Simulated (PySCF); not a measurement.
GeHO, SMILES [Ge]=[OH+] (connectivity only; charge and spin as stated), charge +1, multiplicity 1. Heavy atoms are numbered as in [OH+:1]=[Ge:2]. Hydrogens are named by the atom that carries them.

Geometry optimised at ωB97X-D3(BJ)/def2-TZVP. The isomer is the one that the SMILES or the coordinates give; other isomers of the formula were not compared.

The numbers are results of PBE0/pcSseg-2 run with PySCF, not measurements.

GIAO shieldings, no solvent; atoms alike by connectivity are averaged. δ = σ(ref) − σ: ¹⁷O against H2O (σ = 327.8 ppm); ⁷³Ge against GeH4 (σ = 1662.5 ppm); ¹H against TMS (σ = 31.54 ppm), references at their B3LYP-D3(BJ)/def2-TZVP geometries, non-relativistic.

Computed chemical shifts:
```
nucleus    atoms  count  δ (ppm)
-------  -------  -----  -------
¹⁷O      O1 (OH)      1    207.6
⁷³Ge         Ge2      1   -142.0
¹H       H on O1      1     5.69
```
